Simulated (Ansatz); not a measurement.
The cluster Li4H⁺. Charge 1, multiplicity 5. Geometry PBE0-D4/def2-TZVP; atoms count from 1.

| atom | x (Å) | y (Å) | z (Å) |
| --- | --- | --- | --- |
| Li1 | -3.486 | -0.760 | 0.820 |
| Li2 | -0.102 | 0.325 | 0.163 |
| Li3 | 2.381 | 0.093 | 2.780 |
| Li4 | 0.590 | 2.316 | -2.773 |
| H5 | 0.618 | -1.974 | -0.990 |

In the quintet geometry the species has come apart into loosely held pieces. At PBE0-D4/def2-TZVP a singlet of charge 1 lies 3.94 eV below the quintet, each at its own geometry. The structure comes from a short search, and lower isomers may exist.

Estimate the Mulliken populations from the PBE0/def2-TZVP orbitals of Ansatz.


```
atom  charge (e)  spin (α − β)
 Li1        0.29          0.71
 Li2        0.10          0.91
 Li3        0.29          0.71
 Li4        0.29          0.71
  H5        0.05          0.95
```
Mulliken values and Mayer orders depend strongly on the basis.

Where does the spin sit?

Summed by element: Li 3.05, H 0.95, of 4 unpaired in all. Largest on single atoms: H5 0.95, Li2 0.91, Li3 0.71.
